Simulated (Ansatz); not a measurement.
System: C6H7, charge 0, multiplicity 2. It need not be the lowest isomer of its formula. 
Coordinates optimised at B3LYP-D3(BJ)/def2-TZVP (Ansatz, an electronic-structure program):
```xyz
13

C     -2.1961     0.0859    -0.1761
C     -0.7145     0.1279    -0.0333
C      0.1076     1.1273     0.2807
C      1.5134     0.7606     0.3184
C      1.5828    -0.5466     0.0104
C      0.1947    -1.0750    -0.2410
H     -2.6425    -0.6316     0.5187
H     -2.4900    -0.2223    -1.1838
H     -2.6331     1.0643     0.0200
H      2.3328     1.4229     0.5511
H      2.4772    -1.1491    -0.0544
H     -0.0620    -1.8873     0.4487
H      0.0906    -1.4777    -1.2551
```
Charge 0, spin multiplicity 2.

Total electronic energies in hartree. Valence correlation only, unless marked. Open shells are spin-unrestricted. No spin-orbit coupling. Non-relativistic. Basis-set limits of correlation are two-point, X^-3; Hartree-Fock from the larger set.

The UHF reference is spin-contaminated (<S^2> 0.49 over the pure value in the largest basis). 

| level | program | energy (Eh) |
|---|---|---|
| revPBE/def2-TZVPD | Ansatz | (withheld) |
| r2SCAN-D3(BJ)/def2-TZVPD | Ansatz + dftd3 | (withheld) |
| PBE0/def2-TZVP | Ansatz | (withheld) |
| MP2/6-31G* | Ansatz | -231.89175 |
| MP2/cc-pVQZ | Ansatz | -232.24430 |
| RI-MP2/cc-pVTZ | Ansatz | -232.17113 |
| RI-MP2/CBS(cc-pVTZ,cc-pVQZ) | Ansatz | -232.2867 |
| CCSD/6-31G | Ansatz | -231.65112 |
| CCSD(T)/CBS(cc-pVTZ,cc-pVQZ) | Ansatz | -232.3895 |

**Question.** Fill in the missing entries.

**Answer.** 
- revPBE/def2-TZVPD, energy (Eh): -232.74837
- r2SCAN-D3(BJ)/def2-TZVPD, energy (Eh): -232.67600
- PBE0/def2-TZVP, energy (Eh): -232.52719
